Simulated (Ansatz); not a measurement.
AlBH7NSi. Charge 0, multiplicity 1. The bonds changed during the relaxation, so this is another structure than the one it started from. Geometry: relaxed with PBE0-D4/def2-TZVP. It is one conformer, not always the lowest.

```xyz
11

B    -1.097   -0.123   -1.001
Si   -0.920   -1.760   -0.139
Al    0.876    0.259   -0.055
N     0.882    1.646    1.037
H    -1.844    0.713   -0.587
H    -0.329    0.171   -1.903
H     0.080   -2.805   -0.483
H    -1.647   -2.125    1.102
H     2.248   -0.229   -0.676
H     0.062    2.040    1.468
H     1.691    2.213    1.236
```

Problem. What is the dipole moment at B3LYP/def2-TZVPP? (An estimate is asked.)

Solution. The calculation gave: 1.13 D, with components (0.04, 0.23, 1.11) D in this frame, pointing from negative to positive charge.

Problem. And with PBE, r2SCAN, ωB97M-V? (Estimate.)

Solution. Ansatz gave: PBE 1.25 D, r2SCAN 1.21 D, ωB97M-V 1.13 D.

Problem. Give the Mulliken charges with B3LYP, PBE, ωB97M-V in def2-TZVPP. (Best estimate.)

Solution. The calculation gave: 
```tsv
atom	B3LYP	PBE	ωB97M-V
B1	-0.07	-0.10	-0.28
Si2	0.02	0.00	-0.03
Al3	0.36	0.32	0.38
N4	-0.40	-0.39	-0.37
H5	0.04	0.03	0.10
H6	0.03	0.04	0.10
H7	-0.04	-0.03	0.01
H8	-0.05	-0.04	-0.01
H9	-0.14	-0.12	-0.12
H10	0.14	0.15	0.11
H11	0.13	0.14	0.11
```

B3LYP here is the variant with VWN-RPA as its local correlation; programs differ in this.
